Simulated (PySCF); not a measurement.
## Correlation energy of Bi⁷⁰⁺ (bismuth, charge +70)

[Ne] 3s2 3p1, 2P determinant. Computed with PySCF 2.14 in an uncontracted even-tempered set (17 s from 21 bohr⁻², ratio 2.5; 12 p from 28 bohr⁻², ratio 2.5; 4 d from 110 bohr⁻², ratio 2.7; 4 f from 160 bohr⁻², ratio 2.7), with the spin-free X2C one-electron Hamiltonian (Gaussian nucleus). Frozen: 1s2; 11 electrons correlated; the 17 highest virtual orbitals of each spin left out.

```csv
level,correlation energy (mhartree)
CCSD,-524.42
(T),-0.27
CCSD(T),-524.69
```

Diagnostics: T1 = 0.00018, D1 = 0.0008, largest double amplitude 0.024.

Spin-orbit coupling, absent here, splits the open shell strongly.

Cost of the coupled-cluster step: of the order of 24 core-seconds, for 11 correlated electrons.

At this charge the one-electron X2C treatment keeps the bare 1/r₁₂, with no two-electron picture change or Breit term. The effect here is smaller than on the frozen 1s shell; and a scalar Hamiltonian misses the large spin-orbit splitting of the p shells, which matters for ns² → np² pairs.
